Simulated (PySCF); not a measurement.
Vertical excitations of a molecule C2H3O2, multiplicity 2 from TDA-B3LYP/def2-SVPD (PySCF), as energy in eV (oscillator strength): 1.35 (0.014), 1.39 (0.000), 4.15 (0.002), 4.88 (0.001), 5.70 (0.012), 5.92 (0.039), 5.95 (0.000), 5.99 (0.000), 6.40 (0.000), 6.58 (0.001). Geometry optimised at PBE-D3(BJ)/def2-SVP. One conformer was computed; it need not be the lowest.

### Question
Which molecule gave these data?
(A) [CH2]C(=O)O
(B) CO[C]=O
(C) CC([O])=O
(D) [CH2]OC=O

### Answer
C, CC([O])=O
